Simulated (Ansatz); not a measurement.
Ansatz (a quantum-chemistry and plane-wave program) input (HSE06/def2-TZVPD):

Ansatz 0.2 input:
```yaml
crystal:
  periodic: [false, false, false]
  atoms:
    - {symbol: Cl, position_ang: [-0.10027180, 2.02917779, -0.08542590]}
    - {symbol: Ge, position_ang: [0.00097550, -0.04879162, 0.43339453]}
    - {symbol: Cl, position_ang: [-1.68891832, -1.04833853, -0.42831736]}
    - {symbol: Cl, position_ang: [1.78709573, -0.87608431, -0.41674893]}
    - {symbol: H, position_ang: [0.00438857, -0.21950228, 1.94974221]}
basis:
  gaussian:
    orbitals: def2-TZVPD
hamiltonian:
  xc: {name: HSE06}
output: {forces: true}
```

Output:

```
Functional definition: HSE06
integrals: 0.23 GiB planned
1401 factors; their error is unknown
integrals: 0.27 GiB planned
104 factors; integrals over basis functions are off by at most 1.4e-5 eV
0.30 GiB of the device are held for the grids
1.97 GiB of device memory are held for the factors and their scratch space
mean field: 0.96 GiB planned
mean field evaluation 1: about -94086.0135 eV, gradient 2.5e1 eV
mean field evaluation 2: about -94085.4110 eV, gradient 3.4e1 eV
mean field evaluation 4: about -94086.9540 eV, gradient 9.3e-1 eV
mean field evaluation 8: about -94087.2724 eV, gradient 2.1e-1 eV
mean field evaluation 16: about -94087.2725 eV, gradient 1.9e-5 eV
mean field -94087.27246667 eV, -3457.6434885063 hartree, gradient 1.9e-5 eV, S^2 0.000000; 0 other end points of the search recorded, 0 dependent functions left out
the calculation of the forces begins
reference -94087.27254212 eV, -3457.6434912790 hartree; 42, 42 occupied and 159, 159 virtual orbitals, 1401 factors
Total energy: -94087.27254212 eV, -3457.6434912790 hartree
Atom 0 at    -0.100272     2.029178    -0.085426 Å, force     0.013810    -0.281878     0.064325 eV/Å
Atom 1 at     0.000976    -0.048792     0.433395 Å, force    -0.000521     0.030270    -0.269266 eV/Å
Atom 2 at    -1.688918    -1.048339    -0.428317 Å, force     0.229824     0.136583     0.110949 eV/Å
Atom 3 at     1.787096    -0.876084    -0.416749 Å, force    -0.243090     0.113291     0.109442 eV/Å
Atom 4 at     0.004389    -0.219502     1.949742 Å, force    -0.000023     0.001733    -0.015450 eV/Å
Dipole moment:     0.000691    -0.034534     0.306744 e Å
```
